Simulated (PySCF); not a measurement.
## Correlation energy of S⁺ (sulfur, charge +1)

[Ne] 3s2 3p3, high-spin 4S determinant. Computed with PySCF 2.14 in x2c-QZVPPall (9s6p4d2f1g, 70 functions), with the spin-free X2C one-electron Hamiltonian (Gaussian nucleus). Frozen: 1s2; 13 electrons correlated.

| level | correlation energy (mhartree) |
| --- | --- |
| CCSD | -296.82 |
| (T) | -5.96 |
| CCSD(T) | -302.78 |

Diagnostics: T1 = 0.0037, D1 = 0.0142, largest double amplitude 0.055.

Task: Is a single reference adequate?

Result: Yes: T1 lies below 0.03 and no double amplitude reaches 0.07.

This basis was not built for core-valence correlation, so the inner-shell part is incomplete.
